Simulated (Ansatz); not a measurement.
System: sum formula H4SiNO3, charge -1, multiplicity 1. It need not be the lowest isomer of its formula. Whether it binds its extra electron was not tested at this geometry. 
Structure (B3LYP-D3(BJ)/def2-TZVP (Ansatz, a quantum-chemistry and plane-wave program) minimum search):
```
Si
O 1 1.5533
O 1 1.6931 2 114.21
H 3 0.9616 1 108.94 2 169.63
O 1 1.7027 2 113.43 3 -122.17
H 5 0.9615 1 105.82 2 10.21
N 1 1.7841 2 121.09 6 -121.79
H 7 1.0134 1 111.35 2 73.44
H 7 1.0138 8 107.05 1 122.29
```
Charge -1, spin multiplicity 1.

Basis-set convergence of Hartree-Fock and MP2 correlation energies (hartree) with Ansatz. Correlated levels leave the core frozen unless marked. Spin-orbit coupling is left out. No relativistic terms. This anion needs diffuse functions, which these sets lack.

| basis | functions | E(HF) | E(corr, MP2) |
|---|---|---|---|
| cc-pV(D+d)Z | 99 | -570.48935 | -0.83429 |
| cc-pV(T+d)Z | 215 | ___ | ___ |

### Question
Some entries are withheld; supply them.

### Answer

- cc-pV(T+d)Z, E(HF): -570.62694
- cc-pV(T+d)Z, E(corr, MP2): -1.07206
